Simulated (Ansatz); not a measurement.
Stepwise reaction of `CC(C)[NH][Hf]([Cl])([Cl])[NH]C(C)C` with hydrogen fluoride, as a gas-phase model of exchange steps in deposition or etching. ΔE in kJ/mol.

Program: Ansatz. Geometries: PBE0-D4/def2-TZVP. ΔE: electronic, gas phase. CCSD(T)/CBS adds triple-zeta CCSD(T) − MP2 to the extrapolated MP2 energy (def2 sets, frozen cores). This one scheme is used for every species. DFT in def2-TZVPP. B3LYP here is the variant with VWN-RPA as its local correlation; programs differ in this. Elements past krypton have def2 core potentials. For Hf outer-core shells are correlated without core-valence functions, which leaves a few kJ/mol of doubt a bond. Each species was taken in one conformer, which may not be the lowest.

```
step                                                                                reaction  PBE-D4  B3LYP-D4  ωB97M-V  CCSD(T)/CBS
   1  `CC(C)[NH][Hf]([Cl])([Cl])[NH]C(C)C` + H–F → `CC(C)[NH][Hf]([F])([Cl])[Cl]` + `CC(C)N`  -109.1    -110.6   -112.6        -99.7
   2              `CC(C)[NH][Hf]([F])([Cl])[Cl]` + H–F → `[F][Hf]([F])([Cl])[Cl]` + `CC(C)N`   -99.5    -100.4   -101.5        -88.2
```

By hand: ΔE of the 2 steps together at CCSD(T)/CBS.

(-99.7) + (-88.2) = -187.9 kJ/mol, or -94.0 kJ/mol a step.

In ΔE each step is higher than the one before. All are downhill at CCSD(T)/CBS. PBE-D4 differs from CCSD(T)/CBS by -11.3 to -9.4 kJ/mol a step. Isolated molecules leave out the surface, adducts and barriers. Largest T1 diagnostic: 0.015.
